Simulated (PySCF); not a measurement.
# EPR parameters of C8H11

Compound: C8H11 (doublet state).
Cartesian coordinates in Å at the GFN2-xTB level; atoms count from 1:
```xyz
19
C8H11 angstrom
C      0.663   -0.101   -1.599
C      1.909   -0.459   -1.447
C      2.366   -0.122   -0.036
C      1.204    0.723    0.532
C     -0.013    0.493   -0.417
C     -1.031   -0.456    0.176
C     -2.096    0.071    1.091
C     -2.458   -0.411   -0.281
H      2.563   -0.928   -2.158
H      3.308    0.427   -0.045
H      2.514   -1.044    0.532
H      1.475    1.778    0.521
H      0.954    0.443    1.554
H     -0.506    1.438   -0.661
H     -0.619   -1.431    0.408
H     -2.389   -0.527    1.940
H     -2.124    1.134    1.280
H     -2.730    0.323   -1.023
H     -2.998   -1.341   -0.374
```

The hyperfine couplings belong to this conformer and change with its torsions.

Identity: `C1CC1[C@@H]1[C]=CCC1` [radical].

Method used: PySCF, UKS B3LYP, pcH-1 on C H, non-relativistic, mean-field spin-orbit, GIAO. One conformer (not necessarily the lowest) at the GFN2-xTB geometry, without solvent, vibrations or thermal averaging. Couplings are sensitive to structure, and on GFN2-xTB geometries they can be far from those on DFT ones. The SCF solution wasn't tested for stability.

| Quantity | Value |
| --- | --- |
| g1, g2, g3 | 2.00167, 2.00214, 2.00264 |
| g_iso | 2.00215 |
| Form of g | rhombic: the two nearest values differ by 48 % of g3 − g1 |
| ⟨S²⟩ | 0.7586 (exact 0.7500) |
| Total energy | -311.36077 Eh |

Hyperfine couplings atom by atom, in MHz; T1 to T3 are the principal values of the dipolar part:

```json
{"atom": "C1", "isotope": "13C", "a_iso": "391.2", "T1": "-78.3", "T2": "-57.8", "T3": "136.2", "Mulliken spin population": "1.00"}
{"atom": "C2", "isotope": "13C", "a_iso": "29.7", "T1": "-21.0", "T2": "0.9", "T3": "20.1", "Mulliken spin population": "-0.13"}
{"atom": "C3", "isotope": "13C", "a_iso": "69.8", "T1": "-6.9", "T2": "-5.7", "T3": "12.7", "Mulliken spin population": "0.08"}
{"atom": "C4", "isotope": "13C", "a_iso": "44.7", "T1": "-5.3", "T2": "-4.3", "T3": "9.5", "Mulliken spin population": "0.05"}
{"atom": "C5", "isotope": "13C", "a_iso": "40.7", "T1": "-7.5", "T2": "-6.8", "T3": "14.4", "Mulliken spin population": "-0.02"}
{"atom": "C6", "isotope": "13C", "a_iso": "4.1", "T1": "-1.3", "T2": "-0.9", "T3": "2.2", "Mulliken spin population": "0.00"}
{"atom": "C7", "isotope": "13C", "a_iso": "-0.8", "T1": "-0.4", "T2": "-0.1", "T3": "0.5", "Mulliken spin population": "0.00"}
{"atom": "C8", "isotope": "13C", "a_iso": "-0.7", "T1": "-0.5", "T2": "-0.3", "T3": "0.8", "Mulliken spin population": "0.00"}
{"atom": "H9", "isotope": "1H", "a_iso": "41.7", "T1": "-6.4", "T2": "-4.9", "T3": "11.3", "Mulliken spin population": "0.02"}
{"atom": "H10", "isotope": "1H", "a_iso": "-5.9", "T1": "-3.9", "T2": "-1.6", "T3": "5.5", "Mulliken spin population": "0.00"}
{"atom": "H11", "isotope": "1H", "a_iso": "-8.9", "T1": "-3.9", "T2": "-1.5", "T3": "5.4", "Mulliken spin population": "0.00"}
{"atom": "H12", "isotope": "1H", "a_iso": "-0.9", "T1": "-3.7", "T2": "-1.7", "T3": "5.3", "Mulliken spin population": "0.00"}
{"atom": "H13", "isotope": "1H", "a_iso": "5.3", "T1": "-3.6", "T2": "-1.3", "T3": "4.9", "Mulliken spin population": "0.00"}
{"atom": "H14", "isotope": "1H", "a_iso": "11.1", "T1": "-7.3", "T2": "-5.4", "T3": "12.8", "Mulliken spin population": "0.00"}
{"atom": "H15", "isotope": "1H", "a_iso": "-0.5", "T1": "-3.4", "T2": "-2.6", "T3": "6.0", "Mulliken spin population": "0.00"}
{"atom": "H16", "isotope": "1H", "a_iso": "-0.3", "T1": "-0.8", "T2": "-0.7", "T3": "1.4", "Mulliken spin population": "0.00"}
{"atom": "H17", "isotope": "1H", "a_iso": "-0.1", "T1": "-1.1", "T2": "-0.9", "T3": "2.0", "Mulliken spin population": "0.00"}
{"atom": "H18", "isotope": "1H", "a_iso": "0.3", "T1": "-2.0", "T2": "-1.8", "T3": "3.8", "Mulliken spin population": "0.00"}
{"atom": "H19", "isotope": "1H", "a_iso": "0.2", "T1": "-1.2", "T2": "-1.1", "T3": "2.4", "Mulliken spin population": "0.00"}
```

Largest spin populations (Mulliken): C1 (+1.00), C2 (-0.13) and C3 (+0.08). C1 is the only atom above +0.15. The positive populations add up to 1.15 and the negative ones to -0.15, together 2S = 1.

Axes: g1 points within 14° of the C2–H9 bond.

Under fast tumbling the dipolar parts average out, and these isotropic splittings remain: 1 × 1H (H9, I = 1/2, 2 lines) with 1.49 mT, 1 × 1H (H14, I = 1/2, 2 lines) with 0.40 mT, 1 × 1H (H11, I = 1/2, 2 lines) with 0.32 mT, 1 × 1H (H10, I = 1/2, 2 lines) with 0.21 mT, 1 × 1H (H13, I = 1/2, 2 lines) with 0.19 mT and 1 × 1H (H12, I = 1/2, 2 lines) with 0.03 mT.

The 13C coupling of C1 (391.2 MHz) shows only in satellite lines or after enrichment, since that isotope makes up about 1.07 % of natural carbon.
